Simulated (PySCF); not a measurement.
Compound: C₇H₆N₃ (charge -1).
Atom-mapped SMILES: `[CH3:1][c:2]1[cH:3][cH:4][cH:5][c:6]2[n-:7][n:8][n:9][c:10]12`

Structure used (GFN2-xTB), in Å, numbered top down from 1:
```xyz
16
C7H6N3 angstrom
C      2.2766    0.3233   -0.1126
C      0.8229   -0.0497   -0.0399
C      0.3985   -1.3609   -0.0512
C     -0.9601   -1.7092    0.0059
C     -1.9490   -0.7577    0.0779
C     -1.5581    0.5808    0.0933
N     -2.2453    1.7432    0.1627
N     -1.3545    2.7096    0.1465
N     -0.1137    2.2851    0.0706
C     -0.1682    0.9335    0.0323
H      2.8843   -0.3399    0.5062
H      2.4028    1.3500    0.2226
H      2.6404    0.2525   -1.1409
H      1.1368   -2.1562   -0.1038
H     -1.2250   -2.7626   -0.0052
H     -2.9960   -1.0330    0.1241
```

NICS = −σ at a ghost point: NICS(0) at the centroid of the ring atoms, NICS(1) 1 Å to either side along the normal of their mean plane, zz for the tensor component along that normal. Level: GIAO PBE0/pcSseg-1 (PySCF, non-relativistic, gas phase) on the GFN2-xTB geometry, one conformer.

Rings: 1. C2–C3–C4–C5–C6–C10; 2. C6–N7–N8–N9–C10.

```
set  NICS(0)  NICS(1), two faces  NICS(1)zz, two faces
  P    -13.1       -16.2 / -16.3         -41.4 / -41.7
  Q    -10.0       -11.8 / -11.6         -29.1 / -28.9
```

**Question.** Which set (ppm) belongs to which ring?

**Answer.** P = 2, Q = 1.
- 1 (6-membered carbocycle; formal bonds all aromatic): mean NICS(1)zz -29.0 ppm, shielded, aromatic by this magnetic criterion (flat ring, no four-coordinate atom), though in fused rings the probe also feels the neighbouring ring.
- 2 (5-membered ring with 3 N; formal bonds all aromatic): mean NICS(1)zz -41.5 ppm, shielded. For a flat ring without four-coordinate atoms the NICS criterion counts such a value as aromatic, though in fused rings the probe also feels the neighbouring ring.

**Question.** How do the rings differ in shape?

**Answer.** 
```
ring                          bond lengths (Å)  rms pucker (Å)  HOMA  nearest outside atom to a NICS(1) probe (Å)
   1  1.378, 1.404, 1.374, 1.394, 1.435, 1.398            0.00  0.88                                hydrogen 2.65
   2         1.352, 1.314, 1.314, 1.353, 1.435            0.00  0.87                                  carbon 2.74
```

HOMA = 1 − mean of α(R − Ropt)² over the ring bonds, with Krygowski's 1993 parameters (CC: Ropt 1.388 Å, α 257.7 Å⁻²; CN: Ropt 1.334 Å, α 93.52 Å⁻²; NN: Ropt 1.309 Å, α 130.33 Å⁻²).
